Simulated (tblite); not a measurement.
A geometry optimisation, step by step.

Species: C₅H₆BrFSi.
Atom-mapped SMILES: `[CH:1]#[C:2][Si@:3]([F:4])([Br:5])[C:6](=[CH2:7])[CH3:8]` (hydrogens: H9 on C1; H10, H11 on C7; H12, H13, H14 on C8)

Computed with GFN2-xTB (tblite), gas phase: L-BFGS steps from a force-field or distance-geometry start until the largest atomic force falls under 0.01 eV/Å. 11 of its 161 geometries are shown.

Step 0: E = -660.8689 eV, largest atomic force 2.522 eV/Å
```
atom  x, y, z in Å  |  force x, y, z in eV/Å
C1      3.100    0.074   -0.874   -1.035  -0.195  -0.062
C2      1.911   -0.181   -0.954    2.492   0.383  -0.079
Si3     0.152   -0.609   -1.038   -0.809  -1.115  -0.677
F4      0.002   -2.267   -1.199    0.127   1.440  -0.062
Br5    -0.885    0.484   -2.722    0.343  -0.474   0.139
C6     -0.677   -0.082    0.539    0.282  -0.580   0.254
C7     -0.549   -0.912    1.565    0.171  -0.658   0.562
C8     -1.393    1.205    0.590   -1.179   0.719  -0.884
H9      4.143    0.309   -0.790   -0.694  -0.138  -0.059
H10    -0.980   -0.733    2.553    0.180   0.019  -0.419
H11     0.007   -1.856    1.452   -0.439   0.609   0.190
H12    -2.488    0.985    0.697    0.830   0.392   0.186
H13    -1.042    1.852    1.403   -0.240  -0.219  -0.278
H14    -1.301    1.731   -0.402   -0.028  -0.183   1.189
```

Step 16: E = -661.1397 eV, largest atomic force 0.213 eV/Å
```
atom  x, y, z in Å  |  force x, y, z in eV/Å
C1      3.128    0.078   -0.900   -0.207  -0.044  -0.026
C2      1.969   -0.216   -1.028    0.128   0.047   0.039
Si3     0.168   -0.601   -1.066   -0.050  -0.018   0.010
F4      0.006   -2.180   -1.325    0.018  -0.002   0.021
Br5    -0.795    0.333   -2.829    0.027   0.009   0.007
C6     -0.682   -0.108    0.539   -0.054   0.062   0.032
C7     -0.573   -0.905    1.596    0.010  -0.019  -0.008
C8     -1.428    1.195    0.615    0.008   0.024   0.011
H9      4.144    0.321   -0.802    0.093   0.015  -0.031
H10    -1.013   -0.671    2.554   -0.030   0.054  -0.049
H11    -0.039   -1.837    1.544    0.027  -0.074   0.023
H12    -2.493    1.021    0.763   -0.014  -0.073   0.023
H13    -1.074    1.796    1.452    0.014  -0.050  -0.010
H14    -1.319    1.776   -0.295    0.032   0.070  -0.043
```

Step 32: E = -661.1469 eV, largest atomic force 0.106 eV/Å
```
atom  x, y, z in Å  |  force x, y, z in eV/Å
C1      3.143    0.086   -0.943   -0.043  -0.018  -0.024
C2      1.979   -0.208   -1.016    0.036   0.023   0.025
Si3     0.176   -0.602   -1.050    0.102  -0.017   0.022
F4      0.040   -2.188   -1.290   -0.015   0.020  -0.013
Br5    -0.736    0.344   -2.832   -0.018  -0.010  -0.007
C6     -0.696   -0.113    0.540    0.012  -0.008   0.008
C7     -0.602   -0.907    1.601   -0.019  -0.020   0.000
C8     -1.435    1.192    0.622    0.000   0.016   0.019
H9      4.167    0.325   -0.895   -0.052  -0.008  -0.012
H10    -1.055   -0.645    2.545   -0.019  -0.009   0.002
H11    -0.084   -1.850    1.570    0.016  -0.010   0.002
H12    -2.502    1.012    0.752   -0.019  -0.023  -0.035
H13    -1.093    1.759    1.485    0.012   0.050   0.011
H14    -1.302    1.798   -0.270    0.007   0.015   0.003
```

Step 48: E = -661.1534 eV, largest atomic force 0.077 eV/Å
```
atom  x, y, z in Å  |  force x, y, z in eV/Å
C1      3.184    0.099   -1.045    0.071   0.019  -0.008
C2      2.021   -0.193   -0.988   -0.073  -0.017  -0.016
Si3     0.222   -0.594   -0.990    0.004  -0.007   0.015
F4      0.080   -2.178   -1.233    0.007   0.001   0.008
Br5    -0.679    0.336   -2.788   -0.027   0.002  -0.009
C6     -0.694   -0.108    0.579   -0.009  -0.021  -0.007
C7     -0.670   -0.927    1.624    0.012  -0.005   0.006
C8     -1.436    1.198    0.634    0.012  -0.003  -0.006
H9      4.207    0.341   -1.090    0.004   0.002   0.016
H10    -1.175   -0.685    2.547   -0.005   0.002  -0.012
H11    -0.155   -1.873    1.600    0.002  -0.004   0.009
H12    -2.510    1.010    0.665    0.010   0.013  -0.016
H13    -1.168    1.750    1.533   -0.007  -0.001   0.013
H14    -1.228    1.823   -0.231   -0.001   0.019   0.006
```

Step 64: E = -661.1511 eV, largest atomic force 0.489 eV/Å
```
atom  x, y, z in Å  |  force x, y, z in eV/Å
C1      3.186    0.152   -1.135   -0.186  -0.103  -0.001
C2      2.018   -0.132   -1.091    0.240   0.097   0.088
Si3     0.246   -0.605   -0.956   -0.031  -0.008  -0.042
F4      0.234   -2.205   -1.134   -0.086   0.037   0.023
Br5    -0.842    0.211   -2.709   -0.007  -0.025  -0.035
C6     -0.654   -0.099    0.614   -0.157  -0.095   0.049
C7     -0.738   -0.943    1.638    0.038   0.029  -0.019
C8     -1.374    1.222    0.649   -0.183   0.155   0.019
H9      4.214    0.362   -1.187    0.030   0.070  -0.022
H10    -1.283   -0.692    2.536    0.033   0.004  -0.025
H11    -0.278   -1.917    1.623    0.025   0.032  -0.004
H12    -2.428    1.058    0.356    0.449   0.148   0.123
H13    -1.359    1.638    1.670   -0.038  -0.116  -0.471
H14    -0.943    1.949   -0.055   -0.126  -0.225   0.316
```

Step 80: E = -661.1974 eV, largest atomic force 0.156 eV/Å
```
atom  x, y, z in Å  |  force x, y, z in eV/Å
C1      3.114    0.217   -1.163    0.099  -0.008   0.013
C2      1.952   -0.061   -1.046   -0.084  -0.098  -0.055
Si3     0.204   -0.639   -0.953   -0.032   0.028  -0.055
F4      0.232   -2.241   -1.087    0.012  -0.038   0.022
Br5    -0.910    0.029   -2.748    0.015   0.031  -0.018
C6     -0.695   -0.134    0.613    0.024   0.006  -0.007
C7     -0.741   -0.962    1.650   -0.041   0.047  -0.026
C8     -1.314    1.230    0.655   -0.097   0.025  -0.093
H9      4.137    0.450   -1.245   -0.019   0.069  -0.001
H10    -1.227   -0.680    2.569   -0.035  -0.017   0.065
H11    -0.316   -1.950    1.618    0.026   0.002   0.003
H12    -2.209    1.269    0.025    0.072  -0.103   0.092
H13    -1.593    1.487    1.674   -0.007   0.063  -0.052
H14    -0.635    1.984    0.256    0.068  -0.010   0.111
```

Step 96: E = -661.2155 eV, largest atomic force 0.050 eV/Å
```
atom  x, y, z in Å  |  force x, y, z in eV/Å
C1      3.078    0.252   -1.195   -0.010   0.014   0.006
C2      1.943   -0.128   -1.090    0.026   0.020   0.004
Si3     0.191   -0.678   -0.950    0.004  -0.004   0.000
F4      0.186   -2.284   -1.033   -0.007  -0.014  -0.019
Br5    -0.900    0.002   -2.758   -0.006  -0.010   0.022
C6     -0.681   -0.139    0.624   -0.017  -0.018  -0.002
C7     -0.750   -0.964    1.662   -0.046   0.000  -0.012
C8     -1.277    1.235    0.658    0.012   0.037  -0.032
H9      4.074    0.578   -1.282    0.002  -0.005  -0.007
H10    -1.250   -0.683    2.576    0.011   0.008   0.022
H11    -0.332   -1.956    1.637    0.010   0.007   0.000
H12    -2.046    1.335   -0.111    0.029  -0.004   0.035
H13    -1.724    1.443    1.629    0.013  -0.008  -0.033
H14    -0.513    1.986    0.452   -0.023  -0.022   0.018
```

Step 112: E = -661.2176 eV, largest atomic force 0.025 eV/Å
```
atom  x, y, z in Å  |  force x, y, z in eV/Å
C1      3.065    0.279   -1.211    0.009   0.009  -0.005
C2      1.939   -0.122   -1.090   -0.020   0.000   0.003
Si3     0.195   -0.696   -0.940   -0.003  -0.002   0.001
F4      0.204   -2.301   -1.041   -0.001   0.003   0.012
Br5    -0.922   -0.023   -2.735   -0.003  -0.003  -0.012
C6     -0.685   -0.152    0.628    0.009   0.009  -0.005
C7     -0.775   -0.970    1.670   -0.001   0.003  -0.001
C8     -1.254    1.234    0.654   -0.008   0.004   0.006
H9      4.055    0.617   -1.316    0.004   0.003   0.003
H10    -1.269   -0.671    2.581   -0.007  -0.008   0.011
H11    -0.365   -1.966    1.655   -0.006  -0.006  -0.002
H12    -1.972    1.369   -0.155    0.010   0.003   0.007
H13    -1.755    1.432    1.600    0.019  -0.008  -0.015
H14    -0.462    1.970    0.516   -0.003  -0.005  -0.003
```

Step 128: E = -661.2193 eV, largest atomic force 0.045 eV/Å
```
atom  x, y, z in Å  |  force x, y, z in eV/Å
C1      3.039    0.334   -1.246   -0.039  -0.010   0.005
C2      1.917   -0.076   -1.111    0.039  -0.021   0.007
Si3     0.198   -0.714   -0.929    0.009   0.001   0.003
F4      0.255   -2.320   -0.983    0.013  -0.010  -0.007
Br5    -0.950   -0.120   -2.733    0.000  -0.011   0.007
C6     -0.685   -0.166    0.636   -0.020   0.010   0.007
C7     -0.831   -0.988    1.668    0.018  -0.003  -0.007
C8     -1.199    1.239    0.663   -0.017   0.020   0.017
H9      4.024    0.685   -1.361   -0.017   0.010  -0.001
H10    -1.329   -0.676    2.573   -0.015   0.000  -0.005
H11    -0.463   -1.999    1.654    0.011  -0.031  -0.009
H12    -1.862    1.420   -0.183   -0.010   0.018   0.005
H13    -1.744    1.439    1.583    0.012  -0.005  -0.011
H14    -0.370    1.942    0.587    0.018   0.033  -0.011
```

Step 144: E = -661.2237 eV, largest atomic force 0.016 eV/Å
```
atom  x, y, z in Å  |  force x, y, z in eV/Å
C1      2.963    0.477   -1.337   -0.008  -0.004   0.001
C2      1.891   -0.026   -1.135    0.015   0.003  -0.003
Si3     0.229   -0.776   -0.879    0.006   0.002   0.002
F4      0.416   -2.372   -0.811   -0.004  -0.005  -0.006
Br5    -0.982   -0.421   -2.706    0.002   0.003  -0.003
C6     -0.688   -0.183    0.648   -0.005   0.003  -0.003
C7     -1.001   -1.027    1.623    0.000  -0.001   0.006
C8     -1.051    1.270    0.704    0.005   0.006  -0.011
H9      3.909    0.905   -1.509   -0.010   0.005   0.006
H10    -1.537   -0.704    2.502   -0.001   0.000   0.007
H11    -0.737   -2.070    1.584   -0.004  -0.007   0.005
H12    -1.624    1.555   -0.178   -0.003  -0.002   0.001
H13    -1.641    1.490    1.590    0.006  -0.001   0.005
H14    -0.149    1.882    0.721    0.002  -0.002  -0.007
```

Step 160: E = -661.2252 eV, largest atomic force 0.010 eV/Å
```
atom  x, y, z in Å  |  force x, y, z in eV/Å
C1      2.947    0.493   -1.296   -0.004  -0.006   0.004
C2      1.883   -0.038   -1.123    0.007   0.006  -0.004
Si3     0.218   -0.791   -0.891    0.002   0.002   0.002
F4      0.391   -2.388   -0.841   -0.001  -0.004  -0.002
Br5    -0.979   -0.404   -2.720    0.001  -0.001   0.000
C6     -0.688   -0.193    0.640    0.001  -0.002   0.002
C7     -1.002   -1.028    1.622   -0.001   0.003  -0.004
C8     -1.032    1.265    0.691    0.000  -0.001  -0.001
H9      3.888    0.940   -1.443   -0.005   0.000  -0.001
H10    -1.524   -0.694    2.506   -0.001  -0.003   0.004
H11    -0.755   -2.076    1.585   -0.001   0.002   0.000
H12    -1.667    1.534   -0.153    0.000   0.001  -0.001
H13    -1.554    1.511    1.613    0.001  -0.001   0.000
H14    -0.126    1.868    0.626   -0.001   0.002   0.000
```

Problem. Summarise the path.

Solution. The energy falls by 34.37 kJ/mol from step 0 to step 160; nine tenths of that is first reached at step 77. It rises by more than 0.2 meV at step 64. The largest force goes from 2.522 to 0.010 eV/Å. Among the bonds Si3–F4 changes most, from 1.672 to 1.607 Å; the atoms move by 0.772 Å rms after alignment.

The cost below is that of the whole relaxation. Hardware: an Arm Neoverse N1 with one thread, no GPU, shared host. Cost: 2.1 s wall.
